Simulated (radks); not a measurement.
Spin polarisation of the 4p2 shell in As+. Start: [Ar] 3d10 4s2 4p(up 1, down 1); electrons of 4p are moved from spin down to spin up, other shells keep equal spins. All-electron calculation, scalar-relativistic Kohn-Sham, PBE, spin-polarised, spherical densities, finite nucleus; Fermi nuclear charge, rms radius of each element as measured or else 0.836 A^(1/3) + 0.57 fm. Program: a radial shooting solver on a logarithmic mesh with Libxc functionals.

| moment (Bohr magnetons) | E - E(0) (eV) | e(4p up) (eV) | e(4p down) (eV) | 4s down minus up (eV) |
|---|---|---|---|---|
| 0 | 0.000 | -13.340 | -13.340 | 0.000 |
| 0.5 | -0.059 | -13.562 | -13.091 | 0.462 |
| 1 | -0.236 | -13.758 | -12.813 | 0.927 |
| 1.5 | -0.532 | -13.930 | -12.505 | 1.398 |
| 2 | -0.949 | -14.079 | -12.161 | 1.875 |

At moment 2 the spin-polarisation energy is -0.949 eV and the 4p exchange splitting 1.918 eV, that is 0.959 eV per Bohr magneton; E = -I m^2/4 would give I = 0.949 eV.
